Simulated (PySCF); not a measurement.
A PySCF script (with the pyscf-properties extension) for the NMR shieldings of SMILES C#C[C@@](C)(C=O)C[SiH2]C, C₇H₁₂OSi, on a GFN2-xTB geometry:

```python
import basis_set_exchange as bse
import numpy as np
from pyscf import gto, dft
from pyscf.prop import nmr

atoms = """
C     1.475374   -1.925651    1.083506
C     1.195880   -0.903624    0.526827
C     0.873875    0.337203   -0.157996
C     2.172061    1.147803   -0.355795
C     0.391406    0.005412   -1.557271
O    -0.544029    0.508993   -2.108573
C    -0.170821    1.151424    0.609476
Si   -1.687328    0.163024    1.223244
C    -2.325338   -1.083388   -0.052231
H     1.714878   -2.815290    1.585422
H     2.896564    0.582660   -0.939767
H     1.952912    2.080704   -0.871446
H     2.611778    1.374747    0.612947
H     1.027803   -0.744564   -2.068658
H    -0.499060    1.962434   -0.042382
H     0.313266    1.613658    1.470966
H    -2.731215    1.146372    1.543666
H    -1.301699   -0.553411    2.447843
H    -2.575166   -0.601286   -0.992531
H    -1.581832   -1.848684   -0.261022
H    -3.218230   -1.581593    0.313669
"""
names = dict.fromkeys(["C", "O", "Si", "H"], "pcSseg-1")
basis = {el: gto.basis.parse(bse.get_basis(n, elements=[el], fmt="nwchem")) for el, n in names.items()}
mol = gto.M(atom=atoms, basis=basis, charge=0, verbose=0)
mf = dft.RKS(mol, xc="PBE0")
mf.grids.level = 2
mf.grids.alignment = dft.numint.BLKSIZE   # the property module wants whole blocks of grid points
mf.conv_tol = 1e-9
mf.kernel()

calc = nmr.RKS(mf)   # GIAO
C = mf.mo_coeff
Co = C[:, mf.mo_occ > 0]
resp = mf.gen_response(singlet=True, hermi=2)
def vind(x):   # induced exchange potential for any number of trial vectors
    d = np.einsum("pi,xij,qj->xpq", C, 2 * x.reshape(-1, C.shape[1], Co.shape[1]), Co, optimize=True)
    return np.einsum("xpq,pi,qj->xij", resp(d - d.transpose(0, 2, 1)), C, Co, optimize=True).ravel()
mo1, _ = nmr.rhf.solve_mo1(calc, with_cphf=vind)
sigma = calc.kernel(mo1)
for i, s in enumerate(sigma):   # ppm
    w = np.linalg.eigvalsh((s + s.T) / 2)
    print("%2d %-2s iso %8.1f  s11 %8.1f  s22 %8.1f  s33 %8.1f" % (i, mol.atom_pure_symbol(i), w.mean(), *w))
```

Q: What does it print?

A: 
```
 0 C  iso    103.6  s11     33.0  s22     39.7  s33    238.0
 1 C  iso     97.5  s11     -6.2  s22      4.9  s33    294.0
 2 C  iso    142.1  s11    126.4  s22    141.8  s33    158.1
 3 C  iso    157.0  s11    137.5  s22    148.6  s33    184.8
 4 C  iso    -18.9  s11   -114.1  s22    -25.3  s33     82.6
 5 O  iso   -323.7  s11   -903.2  s22   -434.6  s33    366.7
 6 C  iso    169.5  s11    154.4  s22    167.9  s33    186.2
 7 Si iso    394.9  s11    356.5  s22    398.7  s33    429.6
 8 C  iso    191.7  s11    184.0  s22    191.3  s33    199.9
 9 H  iso     29.7  s11     24.5  s22     25.0  s33     39.7
10 H  iso     30.0  s11     25.6  s22     27.8  s33     36.4
11 H  iso     30.8  s11     26.1  s22     28.9  s33     37.5
12 H  iso     30.1  s11     26.9  s22     28.1  s33     35.4
13 H  iso     22.0  s11     19.4  s22     21.3  s33     25.2
14 H  iso     30.2  s11     26.4  s22     28.0  s33     36.1
15 H  iso     31.0  s11     26.1  s22     30.4  s33     36.4
16 H  iso     27.6  s11     23.9  s22     25.4  s33     33.4
17 H  iso     27.4  s11     24.0  s22     26.0  s33     32.3
18 H  iso     31.6  s11     26.2  s22     30.4  s33     38.2
19 H  iso     31.7  s11     26.6  s22     31.5  s33     37.1
20 H  iso     31.8  s11     26.9  s22     27.8  s33     40.5
```

These numbers come from an equivalent density-fitted implementation of the same equations, which agrees with the script to about 0.01 ppm for H and up to a few tenths of a ppm for heavy atoms, so last digits may differ.

Size and cost of the density-fitted run: 220 basis functions, 2.3 min wall time on 1 thread of an Intel Xeon, shared host; peak memory 1 GiB.
